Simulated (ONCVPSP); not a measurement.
hafnium (Hf): one change to an ONCV potential, before and after

```
Element                 : Hf
Generator               : ONCVPSP 4.0.1
Type                    : optimised norm-conserving Vanderbilt (ONCV)
Functional              : PBE
Relativity              : scalar-relativistic
Frozen core             : [Kr] 4d10 4f14 5s2
Valence charge          : 10
Reference configuration : 5p6 5d2 6s2
Partial waves           : 6s: rc 2.90 bohr, ncon 4, nbas 8, qcut 2 1/bohr, 2 projectors, debl 0.5 Ha; 5p: rc 1.25 bohr, ncon 5, nbas 9, qcut 6.5 1/bohr, 2 projectors, debl 2.2 Ha; 5d: rc 3.25 bohr, ncon 4, nbas 8, qcut 5.5 1/bohr, 1 projector
Local potential         : polynomial inside 0.90 bohr (lpopt 4, dvloc0 0 Ha)
Core correction         : none
```

All-electron outer shells of the reference configuration (PBE, scalar-relativistic, ld1.x):

| shell | level (eV) | outermost node (bohr) | outermost maximum (bohr) |
| --- | --- | --- | --- |
| 5p | -35.57 | 0.60 | 1.16 |
| 4f | -16.83 | – | 0.45 |
| 6s | -5.11 | 1.37 | 2.89 |
| 5d | -2.69 | 0.67 | 1.69 |

Change: fully relativistic.

Cutoffs: the cutoffs (Ha) at which the residual kinetic energy of the hardest occupied pseudo-wave falls to 1 and 0.1 mHa per electron; they do not see the model core or the augmentation charge, which bear on the density cutoff. Errors are all-electron minus pseudo energies relative to the spin-unpolarised reference configuration.

Question: How do hardness, ghosts and transferability respond?

Answer: The potential gets harder (68 Ha and 146 Ha → 121 Ha and 160 Ha); both files keep a bound ghost (s); of the 3 tests that both files solve, the error grows in 1 and shrinks in 1 by more than 15 % and 0.3 meV (median size 7.9 → 7.5 meV).

| quantity | base | changed |
| --- | --- | --- |
| cutoff, loose | 68 Ha | 121 Ha |
| cutoff, tight | 146 Ha | 160 Ha |
| loose cutoff by channel | s 4.4 Ha, p 68 Ha, d 8.8 Ha | s 4.4 Ha, p 121 Ha, d 8.9 Ha |
| bound ghosts | s | s |
| GHOST(+) flags under 300 eV | s at 18.9 eV, d at 180.8 eV, p at 233.0 eV | s at 18.7 eV, d5/2 at 177.7 eV, d3/2 at 185.0 eV, p3/2 at 216.7 eV |
| tests counted (converged, no solver errors) | 3 of 4 | 3 of 4 |
| error for 5p6 5d2 6s1, meV [ΔE 7.98 eV] | -1.6 | +1.4 |
| error for 5p6 5d2 6s0, meV [ΔE 22.16 eV] | +7.9 | +16 |
| error for 5p6 5d2 6s0 6p2, meV [ΔE 7.86 → 7.80 eV] | -9.5 | -7.5 |
| s: phases at 2.94 bohr within 0.05 rad from the reference energy up to (Ha; the scan ends near 5) | 1.9 | 0.7 |

Base: Tests not counted: 5p6 5d1 6s0 (no result). Changed file: Tests not counted: 5p6 5d1 6s0 (no result). These tests converged, but a pseudo level misses the all-electron one widely, so the file describes the atom poorly there or has found another state: 5p6 5d2 6s0 6p2: empty 6s by 10.7 eV. A true bound ghost makes a file unfit for plane-wave use even where its test errors are small: the radial tests pick states by their node count and pass the ghost by.
